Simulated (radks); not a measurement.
Polarisability of the caesium ion Cs+, [Xe], at imaginary frequency. Method: non-relativistic Kohn-Sham, LDA (Slater exchange, Perdew-Wang correlation), spin-polarised, spherical densities, point nucleus; relativity is left out, which matters for an element this heavy; computed with a radial shooting solver on a logarithmic mesh with Libxc functionals. Response by self-consistent Sternheimer equations with the Hartree and adiabatic LDA kernel.

w (hartree)  alpha1(iw) (bohr^3)  alpha2(iw) (bohr^5)
0.00266                    16.48                96.82
0.0143                     16.47                96.79
0.0360                     16.43                96.60
0.0697                     16.29                96.00
0.118                      15.95                94.51
0.186                      15.23                91.32
0.280                      13.92                85.30
0.413                      11.87                75.25
0.605                      9.169                60.82
0.892                      6.291                43.57
1.35                       3.819                26.81
2.12                       2.069                13.77
3.59                      0.9853                5.697
6.94                      0.3638                1.757
17.5                     0.07994               0.3112

Static values: alpha1 = 16.48 bohr^3 (2.442 angstrom^3; uncoupled 28.07), alpha2 = 96.82 bohr^5, alpha3 = 1088 bohr^7. C6 = 143.6, C8 = 4505, triple-dipole C9 = 1707 atomic units. One-pole (London) frequency 4 C6 / (3 alpha1^2) = 0.705 hartree, against 0.691 for minus the highest occupied eigenvalue. The dipole shielding factor is 0.982, as the force sum rule N/Z = 0.982 demands.
